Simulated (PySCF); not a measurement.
Bi(F)3 cation (BiF₃), SMILES [Bi]([F])([F])[F] (connectivity only; charge and spin as stated), charge +1, multiplicity 2.

Coordinates come from a r2SCAN-D4/def2-SVP optimisation. The multiplicity is an assumed one; other spin states were not compared. The isomer is the one that the SMILES or the coordinates give; other isomers of the formula were not compared. The def2 effective core potentials stand for the cores of Bi; spin–orbit coupling is left out.

Two levels are set side by side: PBE/def2-TZVPD (PySCF) and M06-2X/def2-TZVPD (PySCF). Same geometry, gas phase. Differences are taken from unrounded values.

```csv
quantity,M06-2X,PBE,PBE minus M06-2X
α-spin orbital gap (eV),11.47,6.35,-5.12
β-spin orbital gap (eV),6.00,0.99,-5.02
mean polarisability (bohr³),45.1,43.3,-1.8
```

Rough cost on one machine, each run with all the roots and properties that it gave: M06-2X against PBE about 4 times.
